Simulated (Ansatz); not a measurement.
`N#[C][Ge]([Cl])([Cl])[Cl]` + H₂O → `[OH][Ge]([Cl])([Cl])[Cl]` + `C#N` at 298.15 K and 1 bar (formal hydrolysis of a Ge–C bond).

Computed with Ansatz on PBE0-D4/def2-TZVP structures; ΔE is electronic, products minus reactants. CCSD(T)/CBS adds triple-zeta CCSD(T) − MP2 to the extrapolated MP2 energy (def2 sets, frozen cores). This one scheme is used for every species. For Ge outer-core shells are correlated without core-valence functions, which leaves a few kJ/mol of doubt a bond. Scalar relativity is left out up to krypton. Each species was taken in one conformer, which may not be the lowest.

```tsv
species	CCSD(T)/CBS energy (Eh)	H − E (kJ/mol)	S (J/(mol·K))
`N#[C][Ge]([Cl])([Cl])[Cl]`	-3548.30650	56.6	375.7
H₂O	-76.37941	66.4	188.7
`[OH][Ge]([Cl])([Cl])[Cl]`	-3531.37835	69.4	371.9
`C#N`	-93.32098	52.4	201.2
```

H − E and S are ideal-gas, rigid-rotor, harmonic terms from PBE0-D4/def2-TZVP, for one conformer and one mirror image of each species. 1 Eh = 2625.50 kJ/mol, R = 8.31446 J/(mol·K).

Question: By hand: ΔE, ΔH, ΔS and ΔG.

Answer: ΔE = (-3531.37835) + (-93.32098) − (-3548.30650) − (-76.37941) = -0.01342 Eh = -35.2 kJ/mol. Δ(H − E) = 69.4 + 52.4 − 56.6 − 66.4 = -1.2, so ΔH = -36.4 kJ/mol. ΔS = 371.9 + 201.2 − 375.7 − 188.7 = 8.7 J/(mol·K). ΔG = -36.4 − 298.15 × (8.7)/1000 = -39.0 kJ/mol.

Question: By hand: the equilibrium constant, and the temperature at which ΔG would vanish if ΔH and ΔS stayed fixed.

Answer: log₁₀ K = −ΔG/(RT ln 10) = 6.8. ΔH and −TΔS have one sign here, so there is no such temperature.

The number of gas molecules stays the same, so ΔS is small and ΔH decides. A doubt of 5 kJ/mol in ΔE shifts log₁₀ K by 0.9 here. Other conformers and mirror images would add mixing entropy, several J/(mol·K) or more a flexible species. These are equilibria of isolated gas molecules and say nothing of rates. Largest T1 diagnostic: 0.014 (customary marks: 0.02 for closed shells, 0.045 for open ones).

ΔS is within the doubt of such terms, so its sign, and with it that verdict, could turn.
